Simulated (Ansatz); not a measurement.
```yaml
crystal:
  periodic: [false, false, false]
  atoms:
    - {symbol: Cl, position_ang: [-1.307362, 0.214528, 1.818266]}
    - {symbol: Sn, position_ang: [0.091253, 0.145276, -0.013650]}
    - {symbol: Br, position_ang: [1.637149, -1.729371, 0.307507]}
    - {symbol: Br, position_ang: [-1.292695, -0.318164, -1.982705]}
    - {symbol: H, position_ang: [0.921554, 1.614031, -0.170817]}
basis:
  gaussian: {orbitals: def2-TZVP}
hamiltonian: {xc: {name: CCSD(T)}}
```

```sh
$ ansatz run in.yaml --threads 4 --pin off --events-out ev --progress --plain --max-ram 10444MiB
```

Output, abridged:

```
Error: YAML parse error: error: line 11 column 19: hamiltonian.xc: no functional is named "CCSD(T)"; the names, which are not case-sensitive, are SVWN5, SPW92, PBE, PBE0, PBEsol, revPBE, revPBE0, RPBE, rPW86-PBE, HSE06, wPBEh, LC-wPBE, HISS, HF, BLYP, B3LYP, B3LYP5, BHLYP, CAM-B3LYP, r2SCAN, r2SCANh, r2SCAN0, r2SCAN50, m-r2SCAN, B97, wB97, wB97X, wB97X-V, B97M-V, wB97M-V, B2PLYP, B2GP-PLYP, PBE0-DH, PBE-QIDH
 9 | basis:
10 |   gaussian: {orbitals: def2-TZVP}
11 | hamiltonian: {xc: {name: CCSD(T)}}
```

(1) What is wrong with this run?

Answers

(1) The method's name isn't one that the program takes here. The program refused the input.

HSE06 is defined as in plane-wave codes.
